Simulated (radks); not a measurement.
Species: Cs I. Configuration: [Xe] 6s1.

All-electron calculation, scalar-relativistic Kohn-Sham, Slater X-alpha with alpha = 0.667, spin-polarised, spherical densities, finite nucleus; open shells are filled with parallel spins first (spin-orbit coupling, left out, can overturn this in heavy ions); Fermi nuclear charge, rms radius 4.8041 fm. Program: a radial shooting solver on a logarithmic mesh with Libxc functionals.

Energy parts (hartree):
total: -7775.3516
kinetic: 8193.5634
electron-nucleus: -18830.2991
Hartree: 3041.9857
exchange: -180.6016

Orbitals (lengths in bohr, moments of r in powers of bohr):
| orbital | occ. | eigenvalue (hartree) | <r^2> |
|---|---|---|---|
| 1s up | 1 | -1313.995 | 0.0009266 |
| 1s down | 1 | -1313.995 | 0.0009266 |
| 2s up | 1 | -206.0907 | 0.01486 |
| 2s down | 1 | -206.0906 | 0.01486 |
| 2p up | 3 | -184.9758 | 0.01178 |
| 2p down | 3 | -184.9758 | 0.01178 |
| 3s up | 1 | -42.77417 | 0.1025 |
| 3s down | 1 | -42.77409 | 0.1025 |
| 3p up | 3 | -35.97712 | 0.1025 |
| 3p down | 3 | -35.97704 | 0.1025 |
| 3d up | 5 | -25.96756 | 0.08854 |
| 3d down | 5 | -25.96748 | 0.08854 |
| 4s up | 1 | -8.01405 | 0.5459 |
| 4s down | 1 | -8.01388 | 0.5459 |
| 4p up | 3 | -5.83857 | 0.6238 |
| 4p down | 3 | -5.83836 | 0.6238 |
| 4d up | 5 | -2.67131 | 0.8187 |
| 4d down | 5 | -2.67104 | 0.8186 |
| 5s up | 1 | -0.94139 | 3.430 |
| 5s down | 1 | -0.94041 | 3.412 |
| 5p up | 3 | -0.45693 | 5.116 |
| 5p down | 3 | -0.45327 | 4.982 |
| 6s up | 1 | -0.07217 | 37.68 |
| 6s down | 0 | -0.02286 | 42.76 |

The highest occupied level is 6s up at -1.964 eV. Summed over all electrons, <r^2> = 89.65 bohr^2, which gives a Langevin (diamagnetic) susceptibility term of -71 x 10^-6 cm^3/mol. For comparison, the ionisation energy in NIST's Atomic Spectra Database is 3.894 eV (measured). In exact Kohn-Sham theory the highest level is minus the ionisation energy, but local and semilocal functionals leave it too shallow, through self-interaction and a potential that decays too fast; potentials with the right tail come closer.
